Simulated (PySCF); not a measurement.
C₆ coefficients of unlike pairs at BHandHLYP

Calculated with PySCF 2.14 from the dipole response of each species, C₆(A,B) = (3/π) ∫ α_A(iu) α_B(iu) du, in atomic units, from isotropic polarisabilities. For ions this is the dispersion term alone; charge-induced terms of lower order in 1/R come first.

| species | configuration | basis | relativity | α (bohr³) | C₆ (like pair) |
| --- | --- | --- | --- | --- | --- |
| Zn⁺ | [Ar] 3d10 4s1 (2S) | aug-cc-pVDZ-DK (7s6p4d2f) | spin-free X2C | 18.21 | 74.30 |
| Ne | [Ne] (1S) | aug-cc-pCVTZ-DK (7s6p4d2f) | spin-free X2C | 2.369 | 5.678 |
| C³⁺ | [He] 2s1 (2S) | aug-cc-pwCVDZ (5s4p2d) | none | 3.193 | 2.543 |

Problem. Estimate C₆ for C³⁺ with Zn⁺.

Solution. The integral gives 13.66. The combination rule 2 C_A C_B / (C_A α_B/α_A + C_B α_A/α_B) gives 13.73 and the geometric mean 13.75.

No spin-orbit coupling is included.

The other pairs:

```tsv
pair	C₆
C³⁺, Ne	3.077
Ne, Zn⁺	17.38
```
